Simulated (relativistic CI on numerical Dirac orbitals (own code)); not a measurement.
## How well does a small relativistic CI reproduce Dy?

Computed by Dirac-Coulomb-Breit CI, KLI orbitals optimised for each configuration, model QED (radiative potential, 1s self-energy scaled to tabulated hydrogen-like ionisation energies), valence Slater integrals scaled by 0.85, P86 correlation estimate, and configurations built on the next ion tied to the tabulated ionisation energy (semi-empirical) (own radial code, finite nucleus).

Configuration list (outside the closed core [Xe]): 4f¹⁰6s², 4f⁹6s²5d, 4f¹⁰6s6p, 4f¹⁰6s6d, 4f¹⁰6s7s, 4f¹⁰6s7p, 4f¹⁰6s7d, 4f¹⁰6s8s, 4f¹¹6g, 4f¹⁰7s², 4f¹¹6s, 4f¹². Levels of other configurations are missing.

```tsv
Configuration	Term (tabulated)	J	Measured (cm⁻¹)	Computed	Error	Purity (%)
4f¹⁰6s²	5I	8	0.0	0	0	93
4f¹⁰6s²	5I	7	4134.2	4236	101	97
4f¹⁰6s²	5I	6	7050.6	7217	166	95
4f⁹6s²5d	7H°	8	7565.6	-10073	-17638	77
4f⁹6s²5d	7H°	7	8519.2	-9122	-17641	57
4f¹⁰6s²	5I	5	9211.6	9409	197	92
4f⁹6s²5d	7I°	9	9991.0	-8204	-18195	87
4f¹⁰6s²	5I	4	10925.3	11139	213	90
4f⁹6s²5d	7I°	8	12007.1	-5798	-17805	57
4f⁹6s²5d	7H°	5	12298.6	-5268	-17567	60
4f⁹6s²5d	7H°	4	13952.0	-3600	-17552	70
4f⁹6s²5d	7H°	3	15254.9	-2265	-17520	78
4f⁹6s²5d	7I°	5	16684.7	-1176	-17860	65
4f⁹6s²5d	5K°	7	21783.4	4168	-17615	67
4f⁹6s²5d	5K°	6	23464.0	5910	-17554	75
4f⁹6s²5d	5K°	5	24881.9	7339	-17543	83
```

Measured levels from NIST Handbook of Basic Atomic Spectroscopic Data (Sansonetti and Martin, J. Phys. Chem. Ref. Data 34, 1559 (2005)); pairs were made by configuration, J and term (by order where the table uses no LS term), so strongly mixed levels may be paired wrongly.

Mean error by configuration (cm⁻¹): 4f¹⁰6s² 169; 4f⁹6s²5d -17681. Over the excited levels the mean absolute error is 13011 cm⁻¹ (15 of the 18 excited levels that our extract of the source holds in range could be paired, and the others can miss by more), and the median relative error of those above 1,000 cm⁻¹ is 110 %. Some levels of the ground configuration have no partner.
